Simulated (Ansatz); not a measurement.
`[OH][Zr]([Cl])([Cl])[Cl]` + H₂O → `[OH][Zr]([OH])([Cl])[Cl]` + HCl at 500 K and 1 bar (formal hydrolysis of a Zr–Cl bond).

Calculated with Ansatz (gas phase, PBE0-D4/def2-TZVP geometries, no zero-point term in ΔE). CBS: MP2 limit from def2 TZ/QZ plus the TZ coupled-cluster correction, frozen cores. This one scheme is used for every species. def2 core potentials past Kr. For Zr outer-core shells are correlated without core-valence functions, which leaves a few kJ/mol of doubt a bond. One conformer a species, not always the lowest.

```csv
species,CCSD(T)/CBS energy (Eh),H − E (kJ/mol),S (J/(mol·K))
`[OH][Zr]([Cl])([Cl])[Cl]`,-1502.40323,89.7,442.9
H₂O,-76.37941,73.2,206.3
`[OH][Zr]([OH])([Cl])[Cl]`,-1118.39019,123.3,457.9
HCl,-460.38127,32.5,201.9
```

H − E and S are ideal-gas, rigid-rotor, harmonic terms from PBE0-D4/def2-TZVP, for one conformer and one mirror image of each species. 1 Eh = 2625.50 kJ/mol, R = 8.31446 J/(mol·K).

**Question.** By hand: ΔE, ΔH, ΔS and ΔG.

**Answer.** ΔE = (-1118.39019) + (-460.38127) − (-1502.40323) − (-76.37941) = 0.01118 Eh = 29.4 kJ/mol. Δ(H − E) = 123.3 + 32.5 − 89.7 − 73.2 = -7.1, so ΔH = 22.3 kJ/mol. ΔS = 457.9 + 201.9 − 442.9 − 206.3 = 10.6 J/(mol·K). ΔG = 22.3 − 500 × (10.6)/1000 = 17.0 kJ/mol.

**Question.** By hand: the equilibrium constant, and the temperature at which ΔG would vanish if ΔH and ΔS stayed fixed.

**Answer.** log₁₀ K = −ΔG/(RT ln 10) = -1.8. ΔG = 0 at ΔH/ΔS = 2104 K, though so small a ΔS makes that figure unsure.

The number of gas molecules stays the same, so ΔS is small and ΔH decides. A doubt of 5 kJ/mol in ΔE shifts log₁₀ K by 0.5 here. Other conformers and mirror images would add mixing entropy, several J/(mol·K) or more a flexible species. These are equilibria of isolated gas molecules and say nothing of rates. Largest T1 diagnostic: 0.016 (customary marks: 0.02 for closed shells, 0.045 for open ones).
